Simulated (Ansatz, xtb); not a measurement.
Species: CH₃Zn, net charge 1, singlet state. SMILES: [Zn+][CH3]
Coordinates optimised at B3LYP-D3(BJ)/def2-TZVP (Ansatz, a quantum-chemistry and plane-wave program):
```
C
H 1 1.0864
H 1 1.0864 2 114.63
H 1 1.0864 2 114.63 3 -135.60
Zn 1 2.0125 2 103.63 3 112.20
```
Charge +1, spin multiplicity 1.

Harmonic wavenumbers from GFN2-xTB (xtb, at its own minimum), cm⁻¹: 428, 722, 722, 1137, 1289, 1289, 2910, 2942, 2942.

Task: Give the harmonic wavenumbers at B3LYP-D3(BJ)/def2-TZVP (Ansatz, finite differences of forces, unscaled).

Result: 448, 774, 774, 1154, 1418, 1418, 3065, 3206, 3206 cm⁻¹. Zero-point energy 22.1 kcal/mol.

Task: From these and the geometry, give the ideal-gas thermochemistry at 298.15 K and 1 atm (rigid rotor, harmonic oscillator).

Result: Point group C3v, rotational symmetry number 3. Rotational constants 149.9, 9.373, 9.373 GHz. S(trans) 39.07, S(rot) 18.55, S(vib) 1.34, S(elec, spin only) 0.00, S 59.0 cal/(mol K). H(298) - H(0) 2.67 kcal/mol; G - E(el) 7.2 kcal/mol.
